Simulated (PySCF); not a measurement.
Si(OSiH3)2(F)2 (F2H6O2Si3), SMILES F[Si](O[SiH3])(F)O[SiH3]. Atoms are numbered in the order given.

```xyz
13

F      0.7378     1.9485    -0.0438
Si     0.1023     0.5513    -0.5106
F      0.3573     0.4473    -2.0895
O     -1.4888     0.5397    -0.2133
Si    -2.6637    -0.3204     0.6089
O      0.8444    -0.6726     0.2552
Si     2.2909    -1.2646     0.8487
H     -2.7538    -1.7033     0.0604
H     -3.9548     0.3900     0.4183
H     -2.3225    -0.3816     2.0589
H      2.5153    -0.7309     2.2209
H      3.4128    -0.8525    -0.0421
H      2.1895    -2.7474     0.8911
```
Charge 0, spin multiplicity 1.

Coordinates come from a r2SCAN-D4/def2-SVP optimisation. Other conformers were not sampled.

Level of theory: r2SCAN-D4/def2-SVP (PySCF).

Frequencies are harmonic and unscaled.

```json
[
 {"mode": "1", "ν (cm⁻¹)": "22", "IR (km/mol)": "0.5", "moving atoms (share of kinetic energy)": "O 29 %, Si 27 %, F 27 %, H 18 %"},
 {"mode": "2", "ν (cm⁻¹)": "35", "IR (km/mol)": "0.6", "moving atoms (share of kinetic energy)": "Si 46 %, H 23 %, F 16 %, O 15 %"},
 {"mode": "3", "ν (cm⁻¹)": "37", "IR (km/mol)": "0.5", "moving atoms (share of kinetic energy)": "H 46 %, Si 30 %, O 13 %, F 11 %"},
 {"mode": "4", "ν (cm⁻¹)": "41", "IR (km/mol)": "0.2", "moving atoms (share of kinetic energy)": "H 64 %, F 16 %, O 12 %, Si 8 %"},
 {"mode": "5", "ν (cm⁻¹)": "58", "IR (km/mol)": "0.1", "moving atoms (share of kinetic energy)": "H 83 %, F 9 %"},
 {"mode": "6", "ν (cm⁻¹)": "77", "IR (km/mol)": "0.4", "moving atoms (share of kinetic energy)": "O 42 %, Si 28 %, F 18 %, H 13 %"},
 {"mode": "7", "ν (cm⁻¹)": "247", "IR (km/mol)": "6.7", "moving atoms (share of kinetic energy)": "F 55 %, O 24 %, Si 18 %"},
 {"mode": "8", "ν (cm⁻¹)": "252", "IR (km/mol)": "0.7", "moving atoms (share of kinetic energy)": "F 49 %, O 46 %"},
 {"mode": "9", "ν (cm⁻¹)": "332", "IR (km/mol)": "57.3", "moving atoms (share of kinetic energy)": "F 48 %, Si 24 %, O 24 %"},
 {"mode": "10", "ν (cm⁻¹)": "360", "IR (km/mol)": "45.4", "moving atoms (share of kinetic energy)": "O 41 %, Si 28 %, F 25 %"},
 {"mode": "11", "ν (cm⁻¹)": "376", "IR (km/mol)": "31.0", "moving atoms (share of kinetic energy)": "F 38 %, O 36 %, Si 22 %"},
 {"mode": "12", "ν (cm⁻¹)": "558", "IR (km/mol)": "7.9", "moving atoms (share of kinetic energy)": "Si 43 %, F 28 %, O 20 %, H 8 %"},
 {"mode": "13", "ν (cm⁻¹)": "704", "IR (km/mol)": "6.6", "moving atoms (share of kinetic energy)": "Si 58 %, H 33 %, O 9 %"},
 {"mode": "14", "ν (cm⁻¹)": "726", "IR (km/mol)": "12.7", "moving atoms (share of kinetic energy)": "H 84 %, Si 9 %"},
 {"mode": "15", "ν (cm⁻¹)": "730", "IR (km/mol)": "85.2", "moving atoms (share of kinetic energy)": "H 82 %, Si 9 %, O 8 %"},
 {"mode": "16", "ν (cm⁻¹)": "738", "IR (km/mol)": "61.5", "moving atoms (share of kinetic energy)": "H 82 %, Si 9 %, O 8 %"},
 {"mode": "17", "ν (cm⁻¹)": "749", "IR (km/mol)": "119.9", "moving atoms (share of kinetic energy)": "H 59 %, O 21 %, Si 20 %"},
 {"mode": "18", "ν (cm⁻¹)": "903", "IR (km/mol)": "120.8", "moving atoms (share of kinetic energy)": "F 49 %, Si 34 %, H 10 %"},
 {"mode": "19", "ν (cm⁻¹)": "948", "IR (km/mol)": "29.1", "moving atoms (share of kinetic energy)": "H 95 %"},
 {"mode": "20", "ν (cm⁻¹)": "950", "IR (km/mol)": "74.9", "moving atoms (share of kinetic energy)": "H 95 %"},
 {"mode": "21", "ν (cm⁻¹)": "951", "IR (km/mol)": "79.7", "moving atoms (share of kinetic energy)": "H 96 %"},
 {"mode": "22", "ν (cm⁻¹)": "953", "IR (km/mol)": "108.0", "moving atoms (share of kinetic energy)": "H 95 %"},
 {"mode": "23", "ν (cm⁻¹)": "968", "IR (km/mol)": "695.0", "moving atoms (share of kinetic energy)": "H 77 %, Si 16 %"},
 {"mode": "24", "ν (cm⁻¹)": "982", "IR (km/mol)": "229.4", "moving atoms (share of kinetic energy)": "Si 49 %, F 48 %"},
 {"mode": "25", "ν (cm⁻¹)": "1001", "IR (km/mol)": "167.5", "moving atoms (share of kinetic energy)": "H 80 %, Si 15 %"},
 {"mode": "26", "ν (cm⁻¹)": "1139", "IR (km/mol)": "510.9", "moving atoms (share of kinetic energy)": "O 68 %, Si 22 %, H 10 %"},
 {"mode": "27", "ν (cm⁻¹)": "1141", "IR (km/mol)": "388.8", "moving atoms (share of kinetic energy)": "O 72 %, Si 22 %"},
 {"mode": "28", "ν (cm⁻¹)": "2237", "IR (km/mol)": "67.2", "moving atoms (share of kinetic energy)": "H 98 %"},
 {"mode": "29", "ν (cm⁻¹)": "2239", "IR (km/mol)": "89.3", "moving atoms (share of kinetic energy)": "H 98 %"},
 {"mode": "30", "ν (cm⁻¹)": "2241", "IR (km/mol)": "102.5", "moving atoms (share of kinetic energy)": "H 96 %"},
 {"mode": "31", "ν (cm⁻¹)": "2247", "IR (km/mol)": "146.1", "moving atoms (share of kinetic energy)": "H 96 %"},
 {"mode": "32", "ν (cm⁻¹)": "2260", "IR (km/mol)": "122.8", "moving atoms (share of kinetic energy)": "H 96 %"},
 {"mode": "33", "ν (cm⁻¹)": "2265", "IR (km/mol)": "114.2", "moving atoms (share of kinetic energy)": "H 96 %"}
]
```
